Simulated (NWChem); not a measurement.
A series in which one site is exchanged, each optimised at PBE0/def2-SVP with NWChem, gas phase unless a solvent is named. This build's default masses of Se (78.918 u) and Br (79.917 u) are each other's, which moves their modes by up to 0.6 %. For some, no frequency run checked for a minimum. def2 effective core potentials on Cd, Te; no spin-orbit coupling.

A: C[Te]Br (CH₃BrTe; site = Te)
B: [CH3][Be][Br] (CH$_{3}$BeBr; site = Be)
C: [CH3][Zn][Br] (CH₃BrZn; site = Zn)
D: [CH3][Cd][Br] (CH$_{3}$BrCd; site = Cd)

Values for A:

| Quantity | Value |
|---|---|
| dipole (D), PBE0/def2-SVP | 2.43 |
| orbital gap (eV), PBE0/def2-SVP | 3.69 |
| static polarisability, CAM-B3LYP/def2-SVPD (bohr³) | 77.3 |
| lowest singlet excitation, CAM-B3LYP/def2-SVPD, TDA (eV) | 2.24 |

### Question
How do these values change for the other members?

### Answer
```tsv
change from A	B	C	D
dipole (D), PBE0/def2-SVP	-1.31	-0.01	+0.49
orbital gap (eV), PBE0/def2-SVP	+4.98	+3.81	+3.29
static polarisability, CAM-B3LYP/def2-SVPD (bohr³)	-28.1	-17.7	-9.6
lowest singlet excitation, CAM-B3LYP/def2-SVPD, TDA (eV)	+4.95	+4.13	+3.60
```
